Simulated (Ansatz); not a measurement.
Relaxation of ClFH₂SSn (6 atoms, charge 0, multiplicity 1), to a largest force component of 0.015 eV/Å in at most 40 steps.

Theory: Ansatz 0.2.0, RKS PBE-D4/def2-SVP.

```xyz
6
Properties=species:S:1:pos:R:3
F -1.882 0.430 -1.291
Sn -0.254 -0.067 -0.492
S 0.045 1.156 1.555
Cl -0.228 -2.363 -0.037
H 1.070 0.276 -1.607
H 1.290 0.504 1.826
```

Where does it end, and by what steps?

The forces met the threshold. The force dipped under the threshold on the way, but the program's further checks kept it going. After 19 steps the energy has fallen by 0.226 eV; H6 moved furthest, 1.12 Å.

```tsv
step	energy less start (eV)	largest force component (eV/Å)	accepted
0	0.0000	2.455	yes
1	-0.1153	0.706	yes
2	-0.1642	0.395	yes
3	-0.1725	0.077	yes
4	-0.1744	0.205	yes
5	-0.1808	0.087	yes
6	-0.1832	0.215	yes
7	-0.1983	0.067	yes
8	-0.1900	0.766	no
9	-0.2039	0.158	yes
10	-0.2056	0.498	yes
11	-0.2193	0.127	yes
12	-0.2232	0.103	yes
13	-0.2249	0.014	yes
14	-0.2243	0.157	no
15	-0.2253	0.049	yes
16	-0.2249	0.096	no
17	-0.2255	0.006	yes
18	-0.2255	0.019	yes
19	-0.2255	0.010	yes
```

```xyz
6
Properties=species:S:1:pos:R:3
F -1.879 0.348 -0.922
Sn 0.014 -0.010 -0.584
S 0.737 1.266 1.335
Cl 0.069 -2.295 -0.003
H 0.858 0.316 -2.047
H 0.243 0.312 2.176
```

Time of the run: 28 s on 1 thread of AMD EPYC 9R45 96-Core Processor (Zen 5), with other jobs on the host, peak memory 0.16 GiB.
